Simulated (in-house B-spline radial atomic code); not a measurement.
# HSE06 excitations of the krypton ion Kr⁸⁺

Method: HSE06. Computed with an all-electron radial atomic-structure program (B-spline basis): linear response of the closed shell [Ar] 3d10 with the functional's adiabatic kernel; non-relativistic, point nucleus, no spin-orbit coupling, no double excitations, S, P, D and F terms only. Only terms of natural parity with L up to 3 were computed.

Without relativity these are model numbers for so heavy an element.

Command:
```bash
python run_td.py task.json out
```
Settings (radii: box in bohr, nucleus in fm):
```
Z                        36
electrons                28
configuration            [Ar] 3d10
hamiltonian              nr
method                   hse06
box_radius               11.59
intervals                52
```

Run time, properties included: 1.2 s on 1 thread of Intel(R) Xeon(R) Platinum 8259CL CPU @ 2.50GHz (Skylake/Cascade Lake) (shared host).

The lowest states, in the order of their Tamm-Dancoff energies; the method's threshold (minus the highest occupied level) is 221.42 eV. Labels give the largest channel, * marks a mixed state, and oscillator strengths are full-response dipole values. Semilocal kernels can invert the small singlet-triplet splittings of Rydberg terms. Energies in eV:

```tsv
state	full response	Tamm-Dancoff	oscillator strength
3d → 4s 3D	85.14	85.16	-
3d → 4s 1D	86.02	86.03	-
3d → 4p 3P	102.63	102.66	-
3d → 4p 3F	103.04	103.06	-
3d → 4p 1F	?	?	-
3d → 4p 1P	105.05	105.14	0.539
3d → 4d 3S	130.80	130.85	-
3d → 4d 3D	132.39	132.41	-
3d → 4d 1D	133.47	133.49	-
3d → 4d 1S	?	?	-
3d → 5s 3D	152.27	152.28	-
3d → 5s 1D	152.53	152.53	-
3d → 4f 3P	158.08	158.08	-
3d → 4f 3F	158.58	158.59	-
3d → 4f 1F	158.91	158.91	-
3d → 5p 3P	159.29	159.30	-
```

(1) Where does 3d → 4d 1S lie?

(2) Where does 3d → 4p 1F lie?

(3) How large is the singlet-triplet splitting of 3d → 4s (D terms) in Tamm-Dancoff?

(4) What polarisabilities and dispersion coefficient does the method give?

Results:

(1) At 141.21 eV in full response, 142.22 eV in Tamm-Dancoff.

(2) At 103.74 eV in full response, 103.74 eV in Tamm-Dancoff.

(3) 0.866 eV, from the unrounded values.

(4) Dipole 0.2066 bohr³, quadrupole 0.1387 bohr⁵, C6 0.2418 hartree·bohr⁶ for two such species.
